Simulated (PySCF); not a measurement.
## Computed NMR parameters against published values

Molfile (atoms numbered from 1):
```
C8H21ClSSi2
     RDKit          3D

 33 32  0  0  0  0  0  0  0  0999 V2000
   -5.2308    1.5398    0.7984 C   0  0  0  0  0  0  0  0  0  0  0  0
   -4.1529    0.4932    0.5663 C   0  0  0  0  0  0  0  0  0  0  0  0
   -2.7453    1.0758    0.5509 C   0  0  0  0  0  0  0  0  0  0  0  0
   -1.6783    0.0193    0.3224 C   0  0  0  0  0  0  0  0  0  0  0  0
   -0.0120    0.7825    0.3257 S   0  0  0  0  0  0  0  0  0  0  0  0
    1.2484   -0.9350   -0.0018 Si  0  0  0  0  0  4  0  0  0  0  0  0
    1.0833   -2.1977    1.3840 C   0  0  0  0  0  0  0  0  0  0  0  0
    0.8936   -1.7558   -1.6582 C   0  0  0  0  0  0  0  0  0  0  0  0
    3.4038   -0.0344   -0.0167 Si  0  0  0  0  0  4  0  0  0  0  0  0
    3.6840    1.1658   -1.4264 C   0  0  0  0  0  0  0  0  0  0  0  0
    3.9048    0.7115    1.6259 C   0  0  0  0  0  0  0  0  0  0  0  0
    4.6084   -1.7315   -0.3552 Cl  0  0  0  0  0  0  0  0  0  0  0  0
   -5.0884    2.0526    1.7631 H   0  0  0  0  0  0  0  0  0  0  0  0
   -6.2356    1.0914    0.8047 H   0  0  0  0  0  0  0  0  0  0  0  0
   -5.2144    2.3106    0.0114 H   0  0  0  0  0  0  0  0  0  0  0  0
   -4.2150   -0.2844    1.3483 H   0  0  0  0  0  0  0  0  0  0  0  0
   -4.3407   -0.0272   -0.3896 H   0  0  0  0  0  0  0  0  0  0  0  0
   -2.6673    1.8451   -0.2371 H   0  0  0  0  0  0  0  0  0  0  0  0
   -2.5437    1.5943    1.5044 H   0  0  0  0  0  0  0  0  0  0  0  0
   -1.7243   -0.7475    1.1121 H   0  0  0  0  0  0  0  0  0  0  0  0
   -1.8406   -0.4838   -0.6443 H   0  0  0  0  0  0  0  0  0  0  0  0
    1.8597   -2.9704    1.2636 H   0  0  0  0  0  0  0  0  0  0  0  0
    1.2135   -1.7232    2.3681 H   0  0  0  0  0  0  0  0  0  0  0  0
    0.1007   -2.6947    1.3632 H   0  0  0  0  0  0  0  0  0  0  0  0
   -0.0877   -2.2556   -1.6620 H   0  0  0  0  0  0  0  0  0  0  0  0
    1.6660   -2.5159   -1.8589 H   0  0  0  0  0  0  0  0  0  0  0  0
    0.9112   -1.0171   -2.4738 H   0  0  0  0  0  0  0  0  0  0  0  0
    3.0076    2.0285   -1.3127 H   0  0  0  0  0  0  0  0  0  0  0  0
    3.4741    0.6911   -2.3962 H   0  0  0  0  0  0  0  0  0  0  0  0
    4.7228    1.5312   -1.4345 H   0  0  0  0  0  0  0  0  0  0  0  0
    3.8179   -0.0276    2.4362 H   0  0  0  0  0  0  0  0  0  0  0  0
    3.2421    1.5601    1.8618 H   0  0  0  0  0  0  0  0  0  0  0  0
    4.9443    1.0734    1.5953 H   0  0  0  0  0  0  0  0  0  0  0  0
  1  2  1  0
  2  3  1  0
  3  4  1  0
  4  5  1  0
  5  6  1  0
  6  7  1  0
  6  8  1  0
  6  9  1  0
  9 10  1  0
  9 11  1  0
  9 12  1  0
  1 13  1  0
  1 14  1  0
  1 15  1  0
  2 16  1  0
  2 17  1  0
  3 18  1  0
  3 19  1  0
  4 20  1  0
  4 21  1  0
  7 22  1  0
  7 23  1  0
  7 24  1  0
  8 25  1  0
  8 26  1  0
  8 27  1  0
 10 28  1  0
 10 29  1  0
 10 30  1  0
 11 31  1  0
 11 32  1  0
 11 33  1  0
M  END
```

Measured values that the calculation should reproduce: δ 29Si Si9 20.2; Si6 -2.7 ppm (measured; solution; U. Herzog, Habilitationsschrift, TU Bergakademie Freiberg, 2002/2003).

One averaged value for each set of equivalent atoms, non-relativistic Hamiltonian, no solvent, single conformer. PBE0/pcSseg-1 with gauge-including orbitals; structure optimised with PBE0-D3(BJ)/def2-SVP; PySCF 2.14.

(1) Set the calculated values beside the experiment.

(2) How far are the unscaled 29Si shifts from the references?

Results:

(1) 
Reference values: measured (solution; U. Herzog, Habilitationsschrift, TU Bergakademie Freiberg, 2002/2003).
```tsv
atoms	quantity	reference	computed	computed, scaled
Si9	δ 29Si vs TMS	20.2	32.8	11.9
Si6	δ 29Si vs TMS	-2.7	-1.5	-15.9
```

Computed shifts are σ(ref) − σ with the named reference compound (TMS for H and C) calculated as an isolated molecule at the same level. The measured values may be among those fitted. Shieldings were converted by a linear fit to measured shifts: 29Si (scatter 11.3 ppm rms, 21.5 ppm with the 4 outliers that the fit left out vs TMS, solution or neat liquid). A few per cent of atoms miss by over 2 rms, more outside the fitted compound classes.

(2) Mean signed difference +6.90 ppm, mean absolute 6.90 ppm over 2 comparisons; the largest is +12.6 ppm at Si9 (silicon bonded to 2 C, Cl, Si).
